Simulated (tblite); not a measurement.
C7H10OP (charge -1).
Structure used (GFN2-xTB), in Å, numbered top down from 1:
```
atom  x, y, z in Å
C1    -2.1022   -0.6707   -1.0854
C2    -1.8048    0.0098    0.2525
C3    -0.5497    0.8280    0.1839
C4    -0.5010    2.2044    0.0839
P5     1.1190    2.8358   -0.0081
C6     1.7462    1.2046    0.0842
C7     0.7420    0.2705    0.1798
O8     0.8906   -1.1280    0.2724
C9     2.2018   -1.5858    0.2839
H10   -2.2429    0.0774   -1.8639
H11   -1.2606   -1.3003   -1.3629
H12   -3.0003   -1.2899   -1.0272
H13   -2.6471    0.6527    0.5297
H14   -1.6949   -0.7629    1.0213
H15   -1.3757    2.8401    0.0700
H16    2.8070    1.0026    0.0679
H17    2.7686   -1.1893    1.1390
H18    2.7395   -1.3139   -0.6363
H19    2.1546   -2.6761    0.3609
```

All values are computed: GFN2-xTB (tblite) harmonic vibrations without scaling, gas phase. This tight-binding method is rough: wavenumbers can miss measured ones by several per cent, in bad cases by 10 to 20. One conformer, not necessarily the lowest.

Harmonic wavenumbers (cm⁻¹): 41.9, 60.3, 128.9, 172.0, 199.5, 227.6, 263.3, 288.9, 334.6, 438.7, 464.5, 532.6, 552.6, 603.6, 699.3, 734.9, 765.5, 811.6, 911.3, 914.4, 979.5, 1056.9, 1058.2, 1076.8, 1115.4, 1137.4, 1170.0, 1176.7, 1193.1, 1254.0, 1321.0, 1392.6, 1405.3, 1419.1, 1457.8, 1477.9, 1480.7, 1504.6, 1509.2, 1512.3, 1522.1, 2847.8, 2881.3, 2917.7, 2932.4, 2955.5, 2961.0, 3015.6, 3025.0, 3040.5, 3041.0.

A = 1637, B = 1309, C = 774.5 MHz; mass 141.047 u (most abundant isotopes); point group C1, symmetry number 1.

Question: Zero-point energy?

Answer: Half the sum of the wavenumbers: 32992 cm⁻¹ = 394.67 kJ/mol.

Question: Entropy at 400 K, 1 bar (ideal gas, RRHO, classical rotation)?

Answer: Translation 176.69, rotation 127.72, vibration 162.39: S = 466.8 J/(mol K).

Question: And Cp and H(400 K) − H(0)?

Answer: Cp = 200.70 J/(mol K), of which vibrations give 167.45 (their classical limit is 51 R = 424.0); H(400 K) − H(0) = 47.09 kJ/mol without the zero-point energy, 33.79 from vibrations.

Question: Which modes carry the vibrational entropy at 400 K?

Answer: 41.9 cm⁻¹: 24.06; 60.3 cm⁻¹: 21.04; 128.9 cm⁻¹: 14.78; 172.0 cm⁻¹: 12.44; 199.5 cm⁻¹: 11.25; 227.6 cm⁻¹: 10.21 J/(mol K); the other 45 give 68.62 together.

Question: How do the functions run with temperature in this model?

Answer: 
```json
{"T (K)": "100", "S (J/(mol K))": "293.2", "Cp (J/(mol K))": "77.0", "H − H(0) (kJ/mol)": "5.36", "G − H(0) (kJ/mol)": "-23.95", "ln q(vib)": "1.74"}
{"T (K)": "200", "S (J/(mol K))": "359.4", "Cp (J/(mol K))": "118.2", "H − H(0) (kJ/mol)": "15.16", "G − H(0) (kJ/mol)": "-56.73", "ln q(vib)": "4.27"}
{"T (K)": "300", "S (J/(mol K))": "415.1", "Cp (J/(mol K))": "159.8", "H − H(0) (kJ/mol)": "29.04", "G − H(0) (kJ/mol)": "-95.50", "ln q(vib)": "6.83"}
{"T (K)": "500", "S (J/(mol K))": "515.6", "Cp (J/(mol K))": "236.6", "H − H(0) (kJ/mol)": "69.01", "G − H(0) (kJ/mol)": "-188.77", "ln q(vib)": "11.90"}
{"T (K)": "800", "S (J/(mol K))": "644.8", "Cp (J/(mol K))": "312.5", "H − H(0) (kJ/mol)": "152.40", "G − H(0) (kJ/mol)": "-363.45", "ln q(vib)": "19.26"}
{"T (K)": "1000", "S (J/(mol K))": "718.3", "Cp (J/(mol K))": "345.2", "H − H(0) (kJ/mol)": "218.35", "G − H(0) (kJ/mol)": "-499.90", "ln q(vib)": "23.85"}
```

q(vib) and H(0) count from the zero-point level.

Question: What must be added to the electronic energy to get the Gibbs energy at 400 K and 1 bar?

Answer: ZPE + [H(400 K) − H(0)] − T·S = 394.67 + 47.09 − 186.72 = 255.04 kJ/mol.

Hindered rotation and anharmonicity are outside this model. Other conformers, if any are populated, would add a mixing term that is left out. The structure is chiral; the term R ln 2 for an equal mix with its mirror image is left out.
